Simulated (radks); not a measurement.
Results of a calculation; reference values are marked as such.
Fractional charge and spin in the 5s shell of tin: the spin-up occupation runs from 0 to 1 and the spin-down occupation from 0 to 1; the fullest corner is Sn2+, [Kr] 4d10 5s(up 1, down 1). Code: a radial shooting solver on a logarithmic mesh with Libxc functionals. Model: scalar-relativistic Kohn-Sham, PBE, spin-polarised, spherical densities, point nucleus. Energy (eV) above the fullest corner. The planes named below are the two flat planes that join the four corners, with an edge along up + down = one added electron.

| down \ up | 0 | 0.5 | 1 |
|---|---|---|---|
| 0 | 72.097 | 50.157 | 30.693 |
| 0.5 | 50.157 | 30.972 | 14.186 |
| 1 | 30.693 | 14.186 | 0.000 |

Corners above the fullest one (they belong to Sn3+ and the next ion): (up 1, down 0) 30.693 eV, (up 0, down 1) 30.693 eV, (up 0, down 0) 72.097 eV. With half an added electron in each spin the energy lies 0.279 eV from the planes (fractional-spin error, the static-correlation error of a stretched bond), and with half an added electron in spin up alone -1.238 eV (fractional-charge error). For a frontier s shell over closed shells the exact functional lies on the planes.
